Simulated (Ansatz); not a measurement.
Geometry optimisation, RKS CAM-B3LYP-D4/STO-3G (Ansatz 0.2.0).

The input (input.yaml):

```yaml
crystal:
  periodic: [false, false, false]
  atoms:
    - { symbol: Si, position_ang: [0.0, 0.0, 0.0] }
    - { symbol: "N", position_ang: [0.0, 0.0, 1.82] }
    - { symbol: C, position_ang: [-1.2162, -0.3762, 2.555] }
    - { symbol: H, position_ang: [-1.8642, -0.9999, 1.9045] }
    - { symbol: H, position_ang: [-0.9378, -0.9533, 3.4614] }
    - { symbol: H, position_ang: [-1.7663, 0.5401, 2.8549] }
    - { symbol: C, position_ang: [1.2162, 0.3762, 2.555] }
    - { symbol: H, position_ang: [1.4641, -0.4163, 3.2916] }
    - { symbol: H, position_ang: [2.0585, 0.4943, 1.8418] }
    - { symbol: H, position_ang: [1.0457, 1.3351, 3.0874] }
    - { symbol: C, position_ang: [1.7634, 0.0, -0.6227] }
    - { symbol: H, position_ang: [2.1111, -1.0463, -0.7509] }
    - { symbol: H, position_ang: [1.8119, 0.5276, -1.5981] }
    - { symbol: H, position_ang: [2.4154, 0.5187, 0.1108] }
    - { symbol: C, position_ang: [-0.8808, 1.5259, -0.6227] }
    - { symbol: H, position_ang: [-1.9334, 1.2723, -0.8671] }
    - { symbol: H, position_ang: [-0.8624, 2.3106, 0.1622] }
    - { symbol: H, position_ang: [-0.3704, 1.9025, -1.5336] }
    - { symbol: C, position_ang: [-0.8808, -1.5259, -0.6227] }
    - { symbol: H, position_ang: [-1.3804, -2.0377, 0.2261] }
    - { symbol: H, position_ang: [-1.6409, -1.2332, -1.3768] }
    - { symbol: H, position_ang: [-0.1449, -2.2146, -1.0879] }
basis:
  gaussian: { orbitals: STO-3G }
hamiltonian:
  xc: cam_b3lyp
  dispersion: d4
relax:
  f_tol: 0.02
  max_steps: 40
output:
  orbitals: {}
```

Launched with:

```bash
$ ansatz run input.yaml --threads 1 --pin off --max-ram 2048MiB --backend cpu --events-out ev --progress --plain --runs-dir out
```

Q: Where does it end, and by what steps?

A: The run converged. The force dipped under the threshold on the way, but the program's further checks kept it going. Limits of this set-up: minimal basis. After 18 steps the energy has fallen by 0.547 eV; H20 moved furthest, 1.13 Å.

```tsv
step	energy less start (eV)	largest force component (eV/Å)	accepted
0	0.0000	3.336	yes
1	-0.3214	0.884	yes
2	-0.3880	0.261	yes
3	-0.4460	0.203	yes
4	-0.4646	0.468	yes
5	-0.4731	1.232	yes
6	-0.5228	0.087	yes
7	-0.5314	0.097	yes
8	-0.5071	0.765	no
9	-0.5357	0.041	yes
10	-0.5379	0.206	yes
11	-0.5405	0.111	yes
12	-0.5434	0.039	yes
13	-0.5440	0.200	yes
14	-0.5462	0.064	yes
15	-0.5467	0.015	yes
16	-0.5472	0.014	yes
17	-0.5473	0.034	yes
18	-0.5474	0.009	yes
```

```xyz
22
Properties=species:S:1:pos:R:3
Si 0.050 -0.071 0.021
N 0.190 -0.409 1.749
C -1.087 -0.622 2.482
H -1.713 -1.345 1.938
H -0.877 -1.038 3.482
H -1.680 0.304 2.628
C 1.083 0.492 2.526
H 1.265 0.063 3.526
H 2.053 0.586 2.015
H 0.673 1.511 2.674
C 1.773 -0.029 -0.696
H 2.352 -0.903 -0.384
H 1.736 -0.027 -1.789
H 2.321 0.864 -0.384
C -0.798 1.564 -0.315
H -1.814 1.579 0.089
H -0.251 2.398 0.131
H -0.868 1.752 -1.390
C -0.944 -1.449 -0.752
H -2.000 -1.394 -0.474
H -0.890 -1.398 -1.844
H -0.567 -2.428 -0.445
```

Whether the end is a true minimum wasn't checked by a vibrational analysis.

Time of the run: 110 s on 1 thread of Intel(R) Xeon(R) Platinum 8488C (Sapphire Rapids), on a shared host, peak memory 0.2 GiB.
